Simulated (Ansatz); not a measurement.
**Nudged elastic band run: ClGeH5O**

input.yaml

```yaml
crystal:
  periodic: [false, false, false]
  atoms:
    - { symbol: Ge, position_ang: [-0.277769, -0.360209, -0.16723] }
    - { symbol: H, position_ang: [-0.445319, -0.586389, 1.328276] }
    - { symbol: Cl, position_ang: [1.861839, -0.469204, -0.615003] }
    - { symbol: H, position_ang: [-0.77693, 0.997694, -0.634154] }
    - { symbol: H, position_ang: [-0.917414, -1.49627, -0.966038] }
    - { symbol: O, position_ang: [1.24412, 2.09475, 1.525985] }
    - { symbol: H, position_ang: [1.933555, 1.810128, 0.942737] }
    - { symbol: H, position_ang: [1.508718, 1.798298, 2.384227] }
basis:
  gaussian: { orbitals: def2-SVP }
hamiltonian:
  xc: hf
neb:
  order_check: false
  images: 5
  f_tol: 0.03
  max_iterations: 60
  final_atoms:
    - { symbol: Ge, position_ang: [0.33488306, 0.0704843, -0.75870133] }
    - { symbol: H, position_ang: [-0.17646544, 1.42120286, 3.85505594] }
    - { symbol: Cl, position_ang: [1.76490166, 0.1222623, -2.3867213] }
    - { symbol: H, position_ang: [-0.85799941, 0.93538422, -1.11975743] }
    - { symbol: H, position_ang: [0.01519295, -1.39874077, -0.51059025] }
    - { symbol: O, position_ang: [1.07757545, 0.80176082, 0.64853409] }
    - { symbol: H, position_ang: [1.9219609, 0.47943862, 0.92587106] }
    - { symbol: H, position_ang: [0.05075082, 1.35700564, 3.14510923] }
  initial_path:
    images:
      - { positions_ang: [[-0.277769, -0.360209, -0.16723], [-0.445319, -0.586389, 1.328276], [1.861839, -0.469204, -0.615003], [-0.77693, 0.997694, -0.634154], [-0.917414, -1.49627, -0.966038], [1.24412, 2.09475, 1.525985], [1.933555, 1.810128, 0.942737], [1.508718, 1.798298, 2.384227]] }
      - { positions_ang: [[-0.18460862, -0.24127327, -0.11097046], [-0.30125179, -0.38460794, 1.51930374], [1.94152589, -0.31974025, -0.65041347], [-0.75757008, 1.0845506, -0.60116068], [-0.85481263, -1.42122639, -0.8125231], [1.19245959, 1.94211094, 1.23182349], [1.9091271, 1.64890547, 1.0342341], [1.18593054, 1.48007883, 2.18850639]] }
      - { positions_ang: [[-0.09144824, -0.12233754, -0.05471092], [-0.15718457, -0.18282688, 1.71033147], [2.02121278, -0.17027649, -0.68582394], [-0.73821016, 1.17140721, -0.56816735], [-0.79221127, -1.34618278, -0.6590082], [1.14079918, 1.78947189, 0.93766198], [1.8846992, 1.48768293, 1.12573119], [0.86314307, 1.16185966, 1.99278577]] }
      - { positions_ang: [[0.00171215, -0.00340181, 0.00154862], [-0.01311736, 0.01895418, 1.90135921], [2.10089968, -0.02081274, -0.72123441], [-0.71885024, 1.25826381, -0.53517403], [-0.7296099, -1.27113917, -0.50549331], [1.08913877, 1.63683283, 0.64350047], [1.8602713, 1.3264604, 1.21722829], [0.54035561, 0.8436405, 1.79706516]] }
      - { positions_ang: [[0.11276912, 0.0212269, -0.25186803], [-0.06756672, 0.48637041, 2.55259146], [1.98890034, 0.02687894, -1.27639671], [-0.7652333, 1.15063728, -0.73003516], [-0.48134228, -1.31367304, -0.50719229], [1.08528433, 1.35847549, 0.64517834], [1.8808345, 1.04411981, 1.12010921], [0.37715401, 1.01476221, 2.24641318]] }
      - { positions_ang: [[0.22382609, 0.0458556, -0.50528468], [-0.12201608, 0.95378664, 3.2038237], [1.876901, 0.07457062, -1.83155901], [-0.81161635, 1.04301075, -0.9248963], [-0.23307467, -1.3562069, -0.50889127], [1.08142989, 1.08011816, 0.64685622], [1.9013977, 0.76177921, 1.02299013], [0.21395242, 1.18588393, 2.6957612]] }
      - { positions_ang: [[0.33488306, 0.0704843, -0.75870133], [-0.17646544, 1.42120286, 3.85505594], [1.76490166, 0.1222623, -2.3867213], [-0.85799941, 0.93538422, -1.11975743], [0.01519295, -1.39874077, -0.51059025], [1.07757545, 0.80176082, 0.64853409], [1.9219609, 0.47943862, 0.92587106], [0.05075082, 1.35700564, 3.14510923]] }
```

Launched with:

```bash
$ ansatz run input.yaml --threads 1 --pin off --max-ram 2048MiB --backend cpu --events-out ev --progress --plain --runs-dir out
```

Output, in part (warnings, iteration lines, the closing report on the highest movable image, with atoms numbered from 0):

```
NEB end point (image 0): max|allowed force component| = 2.297e-2 eV/Å (the criterion of neb.relax_end_points is 1.000e-2)
NEB end point (image 6): max|allowed force component| = 2.565e-2 eV/Å (the criterion of neb.relax_end_points is 1.000e-2)
NEB iter   1: max|band force component| = 1.372e1 eV/Å  barrier→ = 5.8799 eV  barrier← = 5.7323 eV  Δτ_max = 0.2000 Å  (225 SCF iters)
NEB iter   2: max|band force component| = 3.109e0 eV/Å  barrier→ = 4.0272 eV  barrier← = 3.8796 eV  Δτ_max = 0.2000 Å  (188 SCF iters)
NEB iter   3: max|band force component| = 2.459e0 eV/Å  barrier→ = 3.0932 eV  barrier← = 2.9456 eV  Δτ_max = 0.2000 Å  (159 SCF iters)
NEB iter   4: max|band force component| = 1.982e0 eV/Å  barrier→ = 2.0796 eV  barrier← = 1.9320 eV  Δτ_max = 0.2000 Å  (155 SCF iters)
NEB iter   5: max|band force component| = 1.256e0 eV/Å  barrier→ = 1.9918 eV  barrier← = 1.8442 eV  Δτ_max = 0.1885 Å  (148 SCF iters)
NEB iter   6: max|band force component| = 8.476e-1 eV/Å  barrier→ = 1.9560 eV  barrier← = 1.8084 eV  Δτ_max = 0.1996 Å  (148 SCF iters)
NEB iter   7: max|band force component| = 1.134e0 eV/Å  barrier→ = 1.7967 eV  barrier← = 1.6492 eV  Δτ_max = 0.1008 Å  (153 SCF iters)
NEB iter   8: max|band force component| = 7.483e-1 eV/Å  barrier→ = 1.6114 eV  barrier← = 1.4638 eV  Δτ_max = 0.1007 Å  (151 SCF iters)
NEB iter   9: max|band force component| = 5.826e-1 eV/Å  barrier→ = 1.4331 eV  barrier← = 1.2855 eV  Δτ_max = 0.1003 Å  (150 SCF iters)
NEB iter  10: max|band force component| = 6.377e-1 eV/Å  barrier→ = 1.3666 eV  barrier← = 1.2190 eV  CI = image 2  Δτ_max = 0.0996 Å  (149 SCF iters)
NEB iter  11: max|band force component| = 9.478e-1 eV/Å  barrier→ = 1.5032 eV  barrier← = 1.3556 eV  CI = image 2  Δτ_max = 0.1007 Å  (149 SCF iters)
NEB iter  12: max|band force component| = 2.821e0 eV/Å  barrier→ = 1.7832 eV  barrier← = 1.6356 eV  CI = image 2  Δτ_max = 0.2000 Å  (148 SCF iters)
NEB iter  13: max|band force component| = 4.189e0 eV/Å  barrier→ = 2.3246 eV  barrier← = 2.1770 eV  CI = image 2  Δτ_max = 0.2000 Å  (143 SCF iters)
NEB iter  14: max|band force component| = 4.500e0 eV/Å  barrier→ = 2.5756 eV  barrier← = 2.4280 eV  CI = image 2  Δτ_max = 0.1993 Å  (153 SCF iters)
NEB iter  15: max|band force component| = 4.631e0 eV/Å  barrier→ = 3.1385 eV  barrier← = 2.9909 eV  CI = image 2  Δτ_max = 0.2000 Å  (150 SCF iters)
NEB iter  16: max|band force component| = 2.754e0 eV/Å  barrier→ = 3.1638 eV  barrier← = 3.0162 eV  CI = image 2  Δτ_max = 0.1735 Å  (154 SCF iters)
NEB iter  17: max|band force component| = 2.419e0 eV/Å  barrier→ = 2.7918 eV  barrier← = 2.6442 eV  CI = image 2  Δτ_max = 0.2000 Å  (154 SCF iters)
NEB iter  18: max|band force component| = 8.137e-1 eV/Å  barrier→ = 2.6922 eV  barrier← = 2.5447 eV  CI = image 2  Δτ_max = 0.1053 Å  (154 SCF iters)
NEB iter  19: max|band force component| = 6.979e-1 eV/Å  barrier→ = 2.6485 eV  barrier← = 2.5009 eV  CI = image 2  Δτ_max = 0.2000 Å  (158 SCF iters)
NEB iter  20: max|band force component| = 2.297e0 eV/Å  barrier→ = 2.6359 eV  barrier← = 2.4883 eV  CI = image 2  Δτ_max = 0.1011 Å  (150 SCF iters)
NEB iter  21: max|band force component| = 5.991e-1 eV/Å  barrier→ = 2.6140 eV  barrier← = 2.4665 eV  CI = image 2  Δτ_max = 0.1935 Å  (147 SCF iters)
NEB iter  22: max|band force component| = 8.573e-1 eV/Å  barrier→ = 2.5262 eV  barrier← = 2.3786 eV  CI = image 2  Δτ_max = 0.0967 Å  (155 SCF iters)
NEB iter  23: max|band force component| = 2.230e-1 eV/Å  barrier→ = 2.6170 eV  barrier← = 2.4694 eV  CI = image 2  Δτ_max = 0.0303 Å  (152 SCF iters)
NEB iter  24: max|band force component| = 1.748e-1 eV/Å  barrier→ = 2.6137 eV  barrier← = 2.4662 eV  CI = image 2  Δτ_max = 0.0638 Å  (156 SCF iters)
NEB iter  25: max|band force component| = 2.570e-1 eV/Å  barrier→ = 2.6093 eV  barrier← = 2.4617 eV  CI = image 2  Δτ_max = 0.0314 Å  (158 SCF iters)
NEB iter  26: max|band force component| = 2.795e-1 eV/Å  barrier→ = 2.6102 eV  barrier← = 2.4626 eV  CI = image 2  Δτ_max = 0.0158 Å  (146 SCF iters)
NEB iter  27: max|band force component| = 1.687e-1 eV/Å  barrier→ = 2.6089 eV  barrier← = 2.4613 eV  CI = image 2  Δτ_max = 0.0158 Å  (140 SCF iters)
NEB iter  28: max|band force component| = 2.494e-1 eV/Å  barrier→ = 2.6071 eV  barrier← = 2.4595 eV  CI = image 2  Δτ_max = 0.0079 Å  (135 SCF iters)
NEB iter  29: max|band force component| = 2.152e-1 eV/Å  barrier→ = 2.6057 eV  barrier← = 2.4581 eV  CI = image 2  Δτ_max = 0.0158 Å  (135 SCF iters)
NEB iter  30: max|band force component| = 1.531e-1 eV/Å  barrier→ = 2.6047 eV  barrier← = 2.4571 eV  CI = image 2  Δτ_max = 0.0318 Å  (147 SCF iters)
NEB iter  31: max|band force component| = 1.263e-1 eV/Å  barrier→ = 2.6039 eV  barrier← = 2.4563 eV  CI = image 2  Δτ_max = 0.0474 Å  (135 SCF iters)
NEB iter  32: max|band force component| = 1.657e-1 eV/Å  barrier→ = 2.6028 eV  barrier← = 2.4552 eV  CI = image 2  Δτ_max = 0.0236 Å  (153 SCF iters)
NEB iter  33: max|band force component| = 1.055e-1 eV/Å  barrier→ = 2.6019 eV  barrier← = 2.4543 eV  CI = image 2  Δτ_max = 0.0237 Å  (156 SCF iters)
NEB iter  34: max|band force component| = 7.240e-2 eV/Å  barrier→ = 2.6016 eV  barrier← = 2.4540 eV  CI = image 2  Δτ_max = 0.0101 Å  (147 SCF iters)
NEB iter  35: max|band force component| = 6.320e-2 eV/Å  barrier→ = 2.6016 eV  barrier← = 2.4540 eV  CI = image 2  Δτ_max = 0.0051 Å  (136 SCF iters)
NEB iter  36: max|band force component| = 5.288e-2 eV/Å  barrier→ = 2.6013 eV  barrier← = 2.4538 eV  CI = image 2  Δτ_max = 0.0073 Å  (117 SCF iters)
NEB iter  37: max|band force component| = 4.600e-2 eV/Å  barrier→ = 2.6014 eV  barrier← = 2.4538 eV  CI = image 2  Δτ_max = 0.0063 Å  (119 SCF iters)
NEB iter  38: max|band force component| = 2.938e-2 eV/Å  barrier→ = 2.6013 eV  barrier← = 2.4537 eV  CI = image 2  Δτ_max = 0.0000 Å  (275 SCF iters)
Total energy: -71079.15020435 eV, -2612.1105908315 hartree
Atom 0 at     0.159341     0.199426    -0.058940 Å, force     0.000451     0.009293     0.015574 eV/Å
Atom 1 at    -0.677269     0.505344     1.654085 Å, force    -0.003373    -0.004648    -0.008338 eV/Å
Atom 2 at     1.797840     0.169041    -1.570795 Å, force     0.004970     0.000760    -0.003380 eV/Å
Atom 3 at    -0.892894     1.036166    -0.750749 Å, force    -0.001250     0.000257    -0.000438 eV/Å
Atom 4 at     0.013047    -1.286247     0.197201 Å, force    -0.001155    -0.001588     0.001390 eV/Å
Atom 5 at     1.235785     1.188475     1.174430 Å, force     0.000106    -0.000873    -0.032921 eV/Å
Atom 6 at     2.161718     1.040314     1.338767 Å, force    -0.003584    -0.002295     0.010084 eV/Å
Atom 7 at     0.333230     0.936279     1.814801 Å, force     0.003835    -0.000906     0.018029 eV/Å
Dipole moment:     0.058273    -0.023545     0.435329 e Å
```

The forces met the threshold. Neighbouring images differ by up to 2.3 eV, so the band resolves the path poorly. A vibrational analysis at the climbing image gives one clearly imaginary mode, 1821i cm⁻¹: a first-order saddle point. The orbitals stay closed-shell, which can raise the energy where a bond breaks towards radicals; this wasn't checked here.

Final band (atoms are numbered from 1 in the order of the input):

```
image  path coordinate (Å)  energy (kJ/mol)  Ge1–H2 (Å)  O6–H8 (Å)  Ge1–O6 (Å)
    0                 0.00              0.0        1.52       0.95        3.35
    1                 1.77             30.6        1.53       0.94        3.19
    2                 3.53            251.0        1.93       1.14        1.91
    3                 4.57             42.1        2.68       2.02        1.76
    4                 5.60             16.1        3.61       2.72        1.75
    5                 6.63             14.7        4.35       2.78        1.75
    6                 7.66             14.2        4.83       2.76        1.75
```

Run time: 8.2 min on 1 thread of Intel(R) Xeon(R) Platinum 8259CL CPU @ 2.50GHz (Skylake/Cascade Lake), on a shared host, peak memory 0.21 GiB.
